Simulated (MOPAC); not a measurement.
MOPAC input (PM7):

```
PM7 PRECISE GNORM=0.05 LET XYZ UHF MS=0.5 GEO-OK AUX(PRECISION=9) THREADS=1
CI

C    -0.00000000 1   -0.00000000 1   -1.83145500 1
I     0.00000000 1    0.00000000 1    0.20733500 1
```

Output:

```
 *******************************************************************************
 **                                                                           **
 **                              MOPAC v23.2.5                                **
 **                                                                           **
 *******************************************************************************
 ** MOPAC's Digital Object Identifier: https://doi.org/10.5281/zenodo.6511958 **
 **                                                                           **
 ** Please cite the open-source release paper for use of this MOPAC version:  **
 ** J. E. Moussa and J. J. P. Stewart (2026)                                  **
 ** MOPAC: An open-source semiempirical molecular orbital program             **
 ** J. Open Source Softw., 11(119), 8025, https://doi.org/10.21105/joss.08025 **
 *******************************************************************************

                              PM7 CALCULATION RESULTS

 *******************************************************************************
 *  PM7        - The PM7 Hamiltonian to be used
 *  GEO-OK     - OVERRIDE INTERATOMIC DISTANCE AND OTHER SAFETY CHECKS
 *  UHF        - UNRESTRICTED HARTREE-FOCK CALCULATION
 *  MS=        - IN MECI, MAGNETIC COMPONENT OF SPIN =  0.5
 *  LET        - OVERRIDE SOME SAFETY CHECKS
 *  PRECISE    - TIGHTER CRITERIA TO BE USED
 *  XYZ        - CARTESIAN COORDINATE SYSTEM TO BE USED
 *  GNORM      - EXIT WHEN GRADIENT NORM DROPS BELOW 0.050
 *  AUX        - OUTPUT AUXILIARY INFORMATION
 *******************************************************************************
PM7 PRECISE GNORM=0.05 LET XYZ UHF MS=0.5 GEO-OK AUX(PRECISION=9) THREADS=1
 CI

   ATOM   CHEMICAL          X               Y               Z
  NUMBER   SYMBOL      (ANGSTROMS)     (ANGSTROMS)     (ANGSTROMS)

     1       C         -0.00000000  *  -0.00000000  *  -1.83145500  *
     2       I          0.00000000  *   0.00000000  *   0.20733500  *

          CARTESIAN COORDINATES

    NO.       ATOM           X           Y           Z

     1         C         -0.0000     -0.0000     -1.8315
     2         I          0.0000      0.0000      0.2073

 General Reference for PM7:
 "Optimization of Parameters for Semiempirical Methods VI: More Modifications to the
 NDDO Approximations and Re-optimization of Parameters", J. J. P. Stewart, J. Mol. Mod., 1:32, 19 (2013)
 https://link.springer.com/article/10.1007/s00894-012-1667-x

           Empirical Formula: C I  =     2 atoms

      MOLECULAR POINT GROUP   :   C*v

          UHF CALCULATION, NO. OF ALPHA ELECTRONS =    6
                           NO. OF BETA  ELECTRONS =    5

          Geometry optimization using EF

          DIAGONAL MATRIX USED AS START HESSIAN

 CYCLE:     1  GRAD.:     4.153 HEAT:  128.0187
 CYCLE:     2  GRAD.:    12.008 HEAT:  128.1031
 CYCLE:     3  GRAD.:     0.167 HEAT:  128.0081
 CYCLE:     4  GRAD.:     0.041 HEAT:  128.0081

     GRADIENT =  0.04130 IS LESS THAN CUTOFF =  0.05000

 -------------------------------------------------------------------------------
 PM7 PRECISE GNORM=0.05 LET XYZ UHF MS=0.5 GEO-OK AUX(PRECISION=9) THREADS=1
 CI

     GEOMETRY OPTIMISED USING EIGENVECTOR FOLLOWING (EF).
     SCF FIELD WAS ACHIEVED

                              PM7 CALCULATION
                                                       MOPAC v23.2.5 Linux

          FINAL HEAT OF FORMATION =        128.00807 KCAL/MOL =     535.58575 KJ/MOL

          COSMO AREA              =         86.50 SQUARE ANGSTROMS
          COSMO VOLUME            =         71.60 CUBIC ANGSTROMS

          GRADIENT NORM           =          0.04130          =       0.02920 PER ATOM
          IONIZATION POTENTIAL    =          8.643710 EV
          ALPHA SOMO LUMO (EV)    =         -8.644 -0.783
          BETA  SOMO LUMO (EV)    =         -9.972 -0.197
          NO. OF ALPHA ELECTRONS  =          6
          NO. OF BETA  ELECTRONS  =          5
          MOLECULAR WEIGHT        =        138.9155         POINT GROUP:  C*v

          MOLECULAR DIMENSIONS (Angstroms)

            Atom       Atom       Distance
            I     2    C     1     2.04603
            I     2    C     1     0.00000
            I     2    C     1     0.00000

          SCF CALCULATIONS        =          5

   ATOM   CHEMICAL          X               Y               Z
  NUMBER   SYMBOL      (ANGSTROMS)     (ANGSTROMS)     (ANGSTROMS)

     1       C          0.00000000  *   0.00000000  *  -1.83507384  *
     2       I          0.00000000  *   0.00000000  *   0.21095385  *

                             CARTESIAN COORDINATES

   1    C        0.000000000     0.000000000    -1.835073843
   2    I        0.000000000     0.000000000     0.210953845

           Empirical Formula: C I  =     2 atoms

      MOLECULAR POINT GROUP   :   C*v

          ALPHA EIGENVALUES
 -25.07925 -17.93935 -10.80826 -10.72868 -10.07664  -8.64371  -0.78282   1.67427
 123.63087 123.66614 123.76809 123.93188 123.93204

           BETA EIGENVALUES
 -24.92369 -17.36911 -10.45991 -10.04778  -9.97195  -0.19722   0.80856   2.13092
 123.50044 123.62062 123.66706 123.98881 124.01455

              NET ATOMIC CHARGES AND DIPOLE CONTRIBUTIONS

  ATOM NO.   TYPE          CHARGE      No. of ELECS.   s-Pop       p-Pop       d-Pop
    1          C           0.184200        3.8158     1.91761     1.89819
    2          I          -0.184200        7.1842     1.89948     5.27923     0.00549
 DIPOLE           X         Y         Z       TOTAL
 POINT-CHG.    -0.000     0.000    -1.810     1.810
 HYBRID        -0.000    -0.000     0.618     0.618
 SUM           -0.000    -0.000    -1.192     1.192

          ATOMIC ORBITAL ELECTRON POPULATIONS

     Atom    s        px        py        pz      x^2-y^2     xz        z^2       yz        xy
    1  C   1.91761   1.03856   0.13500   0.72462
    2  I   1.89948   1.96061   1.86450   1.45412   0.00000   0.00083   0.00416   0.00049   0.00000

                    (SZ)    =    0.500000
                    (S**2)  =    0.752845

          ATOMIC ORBITAL SPIN POPULATIONS

    Atom   Total    s     px     py     pz   x^2-y^2  xz     z^2    yz     xy
         Atomic
    1  C  1.0123 -0.001  0.960  0.019  0.034
    2  I -0.0123 -0.001  0.039 -0.019 -0.033 -0.000  0.000  0.000  0.000 -0.000

 **********************
 *                    *
 * JOB ENDED NORMALLY *
 *                    *
 **********************

 == MOPAC DONE ==
```

The geometry given is a B3LYP-D3(BJ)/def2-TZVP minimum.
